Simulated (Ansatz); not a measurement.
Gas-phase electronic energies from Ansatz, PBE0-D4/def2-TZVP geometries. CCSD(T)/CBS adds triple-zeta CCSD(T) − MP2 to the extrapolated MP2 energy (def2 sets, frozen cores). This one scheme is used for every species. Functionals use def2-TZVPP. One conformer a species, not always the lowest.

Consider the ligand exchange at a B–N bond: `BN1B[SiH2]1` + `O[Si](O)(O)O` → `BO[Si](O)(O)O` + `B1N[SiH2]1`.

`BN1B[SiH2]1`:

```xyz
9

B    -0.505   -0.687   -1.377
N    -0.152   -0.001   -0.182
B    -0.598    1.117    0.542
Si    0.908    0.140    1.243
H     0.118   -1.651   -1.718
H    -1.429   -0.281   -2.022
H    -1.468    1.911    0.392
H     0.802   -0.989    2.198
H     2.324    0.441    0.924
```

`O[Si](O)(O)O`:

```xyz
9

O     0.929    0.560   -1.218
Si    0.000    0.000    0.000
O    -1.390    0.852   -0.052
O     0.604    0.196    1.502
O    -0.143   -1.608   -0.232
H     0.881    1.500   -1.397
H    -1.921    0.854    0.745
H     1.251   -0.448    1.792
H    -0.210   -1.906   -1.140
```

`BO[Si](O)(O)O`:

Z-matrix (Å, degrees):
```
Si
O 1 1.644
O 1 1.621 2 109.2
O 1 1.624 2 113.4 3 -115.6
O 1 1.632 2 103.5 3 121.9
B 2 1.346 1 132.2 3 149.9
H 3 0.958 1 117.3 2 38.8
H 4 0.958 1 117.4 2 -70.2
H 5 0.958 1 117.1 2 -171.5
H 6 1.205 2 120.3 1 -1.6
H 6 1.198 2 118.4 1 178.5
```

`B1N[SiH2]1`:

```xyz
7

B     0.314    0.142    1.093
N     0.837   -0.245   -0.121
Si   -0.847    0.131   -0.447
H     0.716    0.264    2.204
H     1.726   -0.552   -0.483
H    -1.675   -1.022   -0.886
H    -1.070    1.282   -1.359
```

```json
{"level": "LDA (SPW92)", "ΔE (kJ/mol)": "-44.8", "difference from CCSD(T)/CBS": "-4.7"}
{"level": "PBE-D4", "ΔE (kJ/mol)": "-41.2", "difference from CCSD(T)/CBS": "-1.1"}
{"level": "revPBE-D4", "ΔE (kJ/mol)": "-39.1", "difference from CCSD(T)/CBS": "1.0"}
{"level": "r2SCAN0-D4", "ΔE (kJ/mol)": "-41.0", "difference from CCSD(T)/CBS": "-0.9"}
{"level": "ωB97X-V", "ΔE (kJ/mol)": "-41.4", "difference from CCSD(T)/CBS": "-1.3"}
{"level": "PBE-QIDH", "ΔE (kJ/mol)": "-38.6", "difference from CCSD(T)/CBS": "1.5"}
{"level": "revPBE", "ΔE (kJ/mol)": "-39.5", "difference from CCSD(T)/CBS": "0.6"}
{"level": "r2SCAN", "ΔE (kJ/mol)": "-42.4", "difference from CCSD(T)/CBS": "-2.3"}
{"level": "PBE0", "ΔE (kJ/mol)": "-39.3", "difference from CCSD(T)/CBS": "0.8"}
{"level": "r2SCAN0", "ΔE (kJ/mol)": "-40.8", "difference from CCSD(T)/CBS": "-0.7"}
{"level": "BHLYP", "ΔE (kJ/mol)": "-40.2", "difference from CCSD(T)/CBS": "-0.1"}
{"level": "HF/def2-SVP", "ΔE (kJ/mol)": "-42.3", "difference from CCSD(T)/CBS": "-2.2"}
{"level": "CCSD/def2-TZVPP", "ΔE (kJ/mol)": "-40.2", "difference from CCSD(T)/CBS": "-0.1"}
{"level": "CCSD(T)/def2-TZVPP", "ΔE (kJ/mol)": "-40.9", "difference from CCSD(T)/CBS": "-0.8"}
{"level": "HF/def2-QZVPP", "ΔE (kJ/mol)": "-38.4", "difference from CCSD(T)/CBS": "1.7"}
{"level": "MP2/CBS(def2)", "ΔE (kJ/mol)": "-37.6", "difference from CCSD(T)/CBS": "2.5"}
{"level": "CCSD(T)/CBS", "ΔE (kJ/mol)": "-40.1", "difference from CCSD(T)/CBS": "0"}
```

Largest T1 diagnostic among the species: 0.014.

Leaving LDA and LC-ωPBE aside and taking each functional with its dispersion term where it has one, the values, not all of them listed here, spread over 5.8 kJ/mol, from B97M-V to PBE-QIDH. LDA lies −3.8 kJ/mol from PBE without D4. At CCSD(T), def2-SVP lies −15.4 kJ/mol from the extrapolated value and def2-TZVPP −0.8 kJ/mol.
